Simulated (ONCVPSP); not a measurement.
Ne (Z = 10): ONCV pseudisation with PBE, scalar-relativistic reference atom.

Input for ONCVPSP 4.0.1:

```
# ATOM AND REFERENCE CONFIGURATION
# atsym  z   nc   nv     iexc    psfile
  Ne 10.00    1    2        4      upf
#
#   n    l    f
    1    0    2.00
    2    0    2.00
    2    1    6.00
#
# PSEUDOPOTENTIAL AND OPTIMIZATION
# lmax
    1
#
#   l,   rc,      ep,       ncon, nbas, qcut
    0    0.60    0.00    3    7   14.00
    1    1.50    0.00    4    8    7.70
#
# LOCAL POTENTIAL
# lloc, lpopt,  rc(5),   dvloc0
    4    5    0.40    3.00
#
# VANDERBILT-KLEINMAN-BYLANDER PROJECTORs
# l, nproj, debl
    0    1    0.30
    1    2    1.10
#
# MODEL CORE CHARGE
# icmod, fcfact, rcfact
    1    0.15    0.00
#
# LOG DERIVATIVE ANALYSIS
# epsh1, epsh2, depsh
   -3.00    5.00    0.02
#
# OUTPUT GRID
# rlmax, drl
    6.00    0.01
#
# TEST CONFIGURATIONS
# ncnf
    4
# nvcnf
#   n    l    f
    2
    2    0    2.00
    2    1    5.00
#
    2
    2    0    2.00
    2    1    4.00
#
    2
    2    0    2.00
    2    1    3.00
#
    2
    2    0    1.00
    2    1    6.00
#
```

Command:

```bash
oncvpsp.x < Ne.dat > Ne.out
```

Resulting log (shortened: citation, most of the input echo, consistency checks and plot data are left out):

```
ONCVPSP  (Optimized Norm-Conservinng Vanderbilt PSeudopotential)
scalar-relativistic version 4.0.1

#   n    l    f        energy (Ha)
    1    0    2.00    -3.0531504E+01
    2    0    2.00    -1.3378628E+00
    2    1    6.00    -4.9001745E-01

Reference configufation results
  iterations    22
  all-electron total energy (Ha)   -1.29013445D+02

Begin loop to  construct optimized pseudo wave functions
and semi-local pseudopoentials for all angular momenta

Calculating optimized projector #   1

 for l=   0

    Fraction of norm inside rc  0.245589
    Optimizing pswf for qcut=  14.03 a_B^-1,  ecut=  98.41 Ha
    Residual kinetic energy error=  3.93D-05 Ha

    Energy error per electron        Cutoff
         Ha          eV             Ha
         0.01000     0.27211       54.88
         0.00100     0.02721       75.09
         0.00010     0.00272       92.17
         0.00001     0.00027      196.60

   Wellstate for l =  1  n =  3
     eigenvalue =   0.6100
     asymptotic potential =   1.1100
     half-point radius =  3.4278

Calculating optimized projector #   1

 for l=   1

    Fraction of norm inside rc  0.844590
    Optimizing pswf for qcut=   7.70 a_B^-1,  ecut=  29.67 Ha
    Residual kinetic energy error=  2.36D-04 Ha

    Energy error per electron        Cutoff
         Ha          eV             Ha
         0.01000     0.27211       22.01
         0.00100     0.02721       26.66
         0.00010     0.00272       45.40
         0.00001     0.00027       92.81

Calculating optimized projector #   2

 for l=   1

    Fraction of norm inside rc  0.105511
    Optimizing pswf for qcut=   7.70 a_B^-1,  ecut=  29.67 Ha
    Residual kinetic energy error=  2.24D-04 Ha

    Energy error per electron        Cutoff
         Ha          eV             Ha
         0.01000     0.27211       20.65
         0.00100     0.02721       26.38
         0.00010     0.00272       32.87
         0.00001     0.00027       87.82

Construct Vanderbilt / Kleinmman-Bylander projectors

B matrix Hermiticity error, ll=   1
   1   2    6.4044E-05

  Orthonormal projector coefficients -7.8121E+00 -2.9745E+00

Model core correction analysis
  based on d2Exc/dn_idn_j

d2excae - all-electron derivatives

   -5.505119D-02   -4.625680D-02
   -4.637049D-02   -4.406797D-02

d2excps - pseudofunction derivatives with no core correction

   -5.368055D-02   -4.730426D-02
   -4.741737D-02   -4.293988D-02

rms 2nd derivative error    1.155895E-03

Polynomial model core charge

d2excps - pseudofunction derivatives with core correction

   -5.323905D-02   -4.723536D-02
   -4.734834D-02   -4.305209D-02

rms 2nd derivative error    1.247961E-03

Pseudoatom total energy  -33.587606

Diagnostic tests using Vanderbilt-Kleinman-Bylander pseudopotentials
  1 or more projectors used as specified by nproj input data

   l    rcore       rmatch      e in        delta e   norm test  slope test

   0   0.6031116   0.6214234  -1.3378628  -0.0000304   1.0000046   0.9998674

   1   1.5062212   1.5519534  -0.4900175  -0.0000024   1.0000608   1.0000669
   1   1.5062212   1.5519534   0.6099825   0.0000029   1.0001275   1.0001275

 Testing for bound ghosts
   n   l    E NL Schr. Eq   E Basis Diag.   E Cutoff

   1   0       -1.337893       -1.158591    342.36

   2   1       -0.490020       -0.489135    133.43

 Testing for highly-localized positive-energy ghosts
       l    <radius>/rc     E Basis Diag.   E Cutoff

Test configuration 0

   n   l     f        eae           eps        diff
   1   0  2.0000  -30.53150383
   2   0  2.0000   -1.33786275   -1.33789314   -3.04D-05
   2   1  6.0000   -0.49001745   -0.49001983   -2.38D-06

    Total energies and differences
      AE_ref= -1.29013445D+02  AE_tst= -1.29013445D+02  dif=  0.00D+00
      PS_ref= -3.35876063D+01  PS_tst= -3.35876063D+01  dif= -1.35D-13
      PSP excitation error=  1.35D-13

Test configuration 1

   n   l     f        eae           eps        diff
   1   0  2.0000  -31.36218146
   2   0  2.0000   -2.04510668   -2.04394387    1.16D-03
   2   1  5.0000   -1.18609781   -1.17506295    1.10D-02

    Total energies and differences
      AE_ref= -1.29013445D+02  AE_tst= -1.28187498D+02  dif=  8.26D-01
      PS_ref= -3.35876063D+01  PS_tst= -3.27658048D+01  dif=  8.22D-01
      PSP excitation error=  4.15D-03

Test configuration 2

   n   l     f        eae           eps        diff
   1   0  2.0000  -32.39325442
   2   0  2.0000   -2.87122970   -2.85860760    1.26D-02
   2   1  4.0000   -2.01471202   -1.97222612    4.25D-02

    Total energies and differences
      AE_ref= -1.29013445D+02  AE_tst= -1.26597431D+02  dif=  2.42D+00
      PS_ref= -3.35876063D+01  PS_tst= -3.12003164D+01  dif=  2.39D+00
      PSP excitation error=  2.87D-02

Test configuration 3

   n   l     f        eae           eps        diff
   1   0  2.0000  -33.60961271
   2   0  2.0000   -3.79787958   -3.75781568    4.01D-02
   2   1  3.0000   -2.96011448   -2.85723434    1.03D-01

    Total energies and differences
      AE_ref= -1.29013445D+02  AE_tst= -1.24119418D+02  dif=  4.89D+00
      PS_ref= -3.35876063D+01  PS_tst= -2.87921494D+01  dif=  4.80D+00
      PSP excitation error=  9.86D-02

Test configuration 4

   n   l     f        eae           eps        diff
   1   0  2.0000  -31.36161420
   2   0  1.0000   -2.05268619   -2.06472905   -1.20D-02
   2   1  6.0000   -1.19130348   -1.19393971   -2.64D-03

    Total energies and differences
      AE_ref= -1.29013445D+02  AE_tst= -1.27327296D+02  dif=  1.69D+00
      PS_ref= -3.35876063D+01  PS_tst= -3.18959618D+01  dif=  1.69D+00
      PSP excitation error= -5.50D-03
```

The run took about 1.5 s on one core of a shared server CPU.
